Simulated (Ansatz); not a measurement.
Mulliken charges of ClFH3NOTi (`[NH2][Ti]([OH])([F])[Cl]`) from ωB97M-V/def2-TZVPP in Ansatz (PBE0-D4/def2-TZVP geometry).

```csv
atom,x (Å),y (Å),z (Å),charge (e)
N1,-1.062,0.916,0.145,-0.393
Ti2,0.381,-0.137,-0.351,1.006
O3,0.481,-1.443,0.831,-0.448
F4,0.152,-0.677,-2.010,-0.364
Cl5,2.245,1.065,-0.318,-0.243
H6,-1.517,0.869,1.046,0.132
H7,-1.475,1.632,-0.437,0.126
H8,0.888,-2.283,1.039,0.184
```

Problem. By hand: the dipole of these point charges (1 e Å = 4.8032 D).

Solution. Σ q r = (-0.238, 0.037, 0.301) e Å, of length 0.386 e Å = 1.85 D.

Problem. How does the dipole of the full density compare? (Estimate.)

Solution. Computed: (-0.412, -0.199, 0.379) e Å, 2.85 D; the point charges give 0.65 times that, at 27° from its direction.

Point charges leave out the atoms' own dipoles, such as those of lone pairs, and Mulliken's split depends on the basis, so the two needn't agree.
